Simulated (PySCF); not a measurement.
ClMg, charge +1, singlet, at a GFN2-xTB geometry (such geometries of metal compounds can be far from the true shape); PBE0/6-31G in PySCF.

The PySCF input:
```python
from pyscf import gto, scf, dft

mol = gto.Mole()
mol.atom = '''
    Mg   -0.000000   -0.000000   -1.210803
    Cl    0.000000    0.000000    0.854684
'''
mol.basis = '6-31g'
mol.charge = 1
mol.spin = 0
mol.verbose = 4
mol.build()

mf = dft.RKS(mol)
mf.xc = 'pbe0'
mf.kernel()
mf.analyze()
```

Task: What does PySCF print? Leave out banner, timings and long lists.

Result: 
```
PySCF version 2.14.0

[INPUT] verbose = 4
[INPUT] num. atoms = 2
[INPUT] num. electrons = 28
[INPUT] charge = 1
[INPUT] spin (= nelec alpha-beta = 2S) = 0
[INPUT] symmetry False subgroup None
[INPUT] Mole.unit = angstrom
[INPUT] Symbol           X                Y                Z      unit          X                Y                Z       unit  Magmom
[INPUT]  1 Mg     0.000000000000   0.000000000000  -1.210803000000 AA    0.000000000000   0.000000000000  -2.288086060802 Bohr   0.0
[INPUT]  2 Cl     0.000000000000   0.000000000000   0.854684000000 AA    0.000000000000   0.000000000000   1.615118683048 Bohr   0.0

nuclear repulsion = 52.2647448411343
number of shells = 14
number of NR pGTOs = 92
number of NR cGTOs = 26
basis = 6-31g
ecp = {}

******** <class 'pyscf.dft.rks.RKS'> ********
method = RKS
initial guess = minao
damping factor = 0
level_shift factor = 0
DIIS = <class 'pyscf.scf.diis.CDIIS'>
diis_start_cycle = 1
diis_space = 8
diis_damp = 0
SCF conv_tol = 1e-09
SCF conv_tol_grad = None
SCF max_cycles = 50
direct_scf = True
direct_scf_tol = 1e-13
XC library pyscf.dft.libxc version 7.1.2
    S. Lehtola, C. Steigemann, M. J. T. Oliveira, and M. A. L. Marques,  SoftwareX 7, 1–5 (2018)
XC functionals = pbe0
    C. Adamo and V. Barone,  J. Chem. Phys. 110, 6158 (1999)
    M. Ernzerhof and G. E. Scuseria,  J. Chem. Phys. 110, 5029 (1999)
radial grids:
    Treutler-Ahlrichs [JCP 102, 346 (1995); DOI:10.1063/1.469408] (M4) radial grids

becke partition: Becke, JCP 88, 2547 (1988); DOI:10.1063/1.454033
pruning grids: <function nwchem_prune>
grids dens level: 3
symmetrized grids: False
atomic radii adjust function: <function treutler_atomic_radii_adjust>
small_rho_cutoff = 0
Set gradient conv threshold to 3.16228e-05
Initial guess from minao.
tot grids = 37464
init E= -660.116797783768
  HOMO = -0.398847283326945  LUMO = -0.15282936167161  gap/eV = 6.69449
cycle= 1 E= -659.663917606078  delta_E= 0.453  |g|= 0.293  |ddm|= 1.47
  HOMO = -0.435154537228781  LUMO = -0.37259680017034  gap/eV = 1.70228
cycle= 2 E= -659.567244582595  delta_E= 0.0967  |g|= 0.612  |ddm|= 1.62
  HOMO = -0.522026354883372  LUMO = -0.367130188389667  gap/eV = 4.21494
cycle= 3 E= -659.713746044998  delta_E= -0.147  |g|= 0.0122  |ddm|= 0.903
  HOMO = -0.521286236158259  LUMO = -0.363503897270231  gap/eV = 4.29348
cycle= 4 E= -659.713791019613  delta_E= -4.5e-05  |g|= 0.00353  |ddm|= 0.0214
  HOMO = -0.522174720519874  LUMO = -0.362925889811674  gap/eV = 4.33338
cycle= 5 E= -659.713796518595  delta_E= -5.5e-06  |g|= 0.000124  |ddm|= 0.00647
  HOMO = -0.522162187888521  LUMO = -0.362845771485928  gap/eV = 4.33522
cycle= 6 E= -659.71379652869  delta_E= -1.01e-08  |g|= 4.57e-05  |ddm|= 0.000525
  HOMO = -0.522151328531795  LUMO = -0.362849337049851  gap/eV = 4.33483
cycle= 7 E= -659.713796529722  delta_E= -1.03e-09  |g|= 4.41e-06  |ddm|= 9.28e-05
  HOMO = -0.522149759654755  LUMO = -0.362849413956981  gap/eV = 4.33478
cycle= 8 E= -659.713796529733  delta_E= -1.07e-11  |g|= 1.98e-07  |ddm|= 1e-05
  HOMO = -0.522149866122602  LUMO = -0.362849431142509  gap/eV = 4.33479
Extra cycle  E= -659.713796529733  delta_E= -1.14e-13  |g|= 1.9e-07  |ddm|= 8.25e-07
converged SCF energy = -659.713796529733
**** SCF Summaries ****
Total Energy =                        -659.713796529732690
Nuclear Repulsion Energy =              52.264744841134316
One-electron Energy =                -1012.067862392786196
Two-electron Energy =                  300.089321021919204
Two-electron Coulomb Energy =          344.415469098631831
DFT Exchange-Correlation Energy =      -44.326148076712656
HOMO-LUMO gap [eV] =                     4.334785629397213
**** MO energy ****
MO #1   energy= -101.870514480552  occ= 2
MO #2   energy= -47.30715967747    occ= 2
MO #3   energy= -9.70480112898005  occ= 2
MO #4   energy= -7.43747107570795  occ= 2
MO #5   energy= -7.43046245852726  occ= 2
MO #6   energy= -7.43046245852725  occ= 2
MO #7   energy= -3.52985847302153  occ= 2
MO #8   energy= -2.25336585436736  occ= 2
MO #9   energy= -2.25081023486052  occ= 2
MO #10  energy= -2.25081023486051  occ= 2
MO #11  energy= -1.0197615621218   occ= 2
MO #12  energy= -0.570485859877107 occ= 2
MO #13  energy= -0.522149866122605 occ= 2
MO #14  energy= -0.522149866122602 occ= 2
MO #15  energy= -0.362849431142509 occ= 0
MO #16  energy= -0.228407526426201 occ= 0
MO #17  energy= -0.228407526426199 occ= 0
MO #18  energy= -0.149683889392891 occ= 0
MO #19  energy= -0.0720748187921565 occ= 0
MO #20  energy= -0.0289756609146895 occ= 0
MO #21  energy= -0.0289756609146833 occ= 0
MO #22  energy= 0.0262791840027914 occ= 0
 ** Mulliken pop on meta-lowdin orthogonal AOs  **
 ** Mulliken pop  **
pop of  0 Mg 1s           2.00000
pop of  0 Mg 2s           1.99993
pop of  0 Mg 3s           0.33861
pop of  0 Mg 4s           0.01762
pop of  0 Mg 2px          1.99995
pop of  0 Mg 2py          1.99995
pop of  0 Mg 2pz          1.99988
pop of  0 Mg 3px          0.03328
pop of  0 Mg 3py          0.03328
pop of  0 Mg 3pz          0.00731
pop of  0 Mg 4px          0.00580
pop of  0 Mg 4py          0.00580
pop of  0 Mg 4pz          0.00575
pop of  1 Cl 1s           2.00000
pop of  1 Cl 2s           1.99987
pop of  1 Cl 3s           1.96186
pop of  1 Cl 4s           0.00062
pop of  1 Cl 2px          1.99996
pop of  1 Cl 2py          1.99996
pop of  1 Cl 2pz          1.99994
pop of  1 Cl 3px          1.96049
pop of  1 Cl 3py          1.96049
pop of  1 Cl 3pz          1.66833
pop of  1 Cl 4px          0.00052
pop of  1 Cl 4py          0.00052
pop of  1 Cl 4pz          0.00027
 ** Mulliken atomic charges  **
charge of    0Mg =      1.55284
charge of    1Cl =     -0.55284

WARN: System has nonzero charge 1; the dipole moment is origin-dependent.
Location of origin: [0. 0. 0.]

Dipole moment(X, Y, Z, Debye): -0.00000, -0.00000, -10.55511
```
